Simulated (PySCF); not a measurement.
SMILES FC(F)(F)[SiH2][Si](F)(F)F (CH2F6Si2) (GFN2-xTB optimised geometry):

```
11

F      0.316    -2.518    -1.392
C     -0.938    -2.045    -1.532
F     -1.622    -2.454    -0.446
F     -1.473    -2.691    -2.584
Si    -0.990    -0.110    -1.771
Si     0.037     0.907     0.000
F     -0.325     0.448     1.472
F      1.622     0.907     0.000
F     -0.321     2.454     0.000
H     -2.425     0.175    -1.877
H     -0.299     0.086    -3.050
```

Calculation: PBE0/def2-TZVP (PySCF).

Problem. What are the frontier orbital energies and the dipole moment?

Solution. HOMO-2 -11.25 eV, HOMO-1 -10.55 eV, HOMO -9.99 eV, LUMO -1.64 eV, LUMO+1 -1.21 eV; dipole moment 2.44 D.

Meta-Löwdin charges at PBE0/def2-TZVP: F1 -0.28, C2 0.59, F3 -0.27, F4 -0.27, Si5 0.29, Si6 1.47, F7 -0.48, F8 -0.48, F9 -0.49, H10 -0.04, H11 -0.04.
